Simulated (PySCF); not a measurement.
A calculated (UHF, PySCF 2.14, x2c-TZVPall, scalar relativity by spin-free X2C-1e) atom or ion has these occupied shells.

```csv
shell,electrons,orbital energy (eV),"rms radius, mean of both spins (bohr)"
1s β,1,-4555.0,0.0844
1s α,1,-4555.0,0.0844
2s α,1,-539.53,0.370
2s β,1,-539.17,0.370
2p α,3,-442.29,0.340
2p β,3,-441.92,0.340
3s α,1,-86.298,1.15
3s β,1,-84.731,1.15
3p α,3,-58.999,1.26
3p β,3,-57.018,1.26
3d α,1,-24.559,1.74
```

**Question.** Name the element and its charge.

**Answer.** Sc(2+) (scandium, charge +2), in [Ar] 3d1, 2D determinant.
